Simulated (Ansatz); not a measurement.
```yaml
crystal:
  periodic: [false, false, false]
  atoms:
    - {symbol: Na, position_ang: [1.207996, 1.027492, 0.231604]}
    - {symbol: S, position_ang: [0.945100, -0.714792, -1.754145]}
    - {symbol: Na, position_ang: [-1.206189, -1.029943, -0.230851]}
    - {symbol: S, position_ang: [-0.945099, 0.714893, 1.752813]}
    - {symbol: H, position_ang: [0.410315, 0.119823, -2.674373]}
    - {symbol: H, position_ang: [-0.412114, -0.117483, 2.674951]}
basis:
  gaussian: {orbitals: def2-SVP}
hamiltonian: {xc: {name: wB97M-V}}
scf: {omitted_lower_state_checks: [starts]}
output: {forces: true}
```

```sh
$ ansatz run in.yaml --threads 4 --pin off --events-out ev --progress --plain --max-ram 3916MiB
```

It prints (some lines left out):

```
Functional definition: wB97M-V
696 factors; integrals over basis functions are off by at most 6.1e-4 eV
278 factors; integrals over basis functions are off by at most 2.2e-5 eV
mean field evaluation 1: about -30525.7067 eV, gradient 2.3e1 eV
mean field evaluation 2: about -30527.0191 eV, gradient 1.5e1 eV
mean field evaluation 4: about -30527.6211 eV, gradient 2.0e-1 eV
mean field evaluation 8: about -30527.6575 eV, gradient 2.1e-2 eV
mean field -30527.65749006 eV, -1121.8707203702 hartree, gradient 8.4e-5 eV, S^2 0.000000; 0 other end points of the search recorded, 0 dependent functions left out
reference -30527.65756572 eV, -1121.8707231507 hartree; 28, 28 occupied and 48, 48 virtual orbitals, 696 factors
Total energy: -30527.65756572 eV, -1121.8707231507 hartree
Atom 0 at     1.207996     1.027492     0.231604 Å, force    -0.000958     0.000001    -0.000537 eV/Å
Atom 1 at     0.945100    -0.714792    -1.754145 Å, force    -0.025604     0.036937    -0.029938 eV/Å
Atom 2 at    -1.206189    -1.029943    -0.230851 Å, force     0.000211     0.000990    -0.000304 eV/Å
Atom 3 at    -0.945099     0.714893     1.752813 Å, force     0.018663    -0.025447     0.016569 eV/Å
Atom 4 at     0.410315     0.119823    -2.674373 Å, force     0.021125    -0.034479     0.042556 eV/Å
Atom 5 at    -0.412114    -0.117483     2.674951 Å, force    -0.013438     0.021999    -0.028346 eV/Å
Dipole moment:     0.001003    -0.001489     0.001625 e Å
Checks for a lower state left out: starts
```

It took 5 s on 4 threads of Arm Neoverse V1 on a shared host.
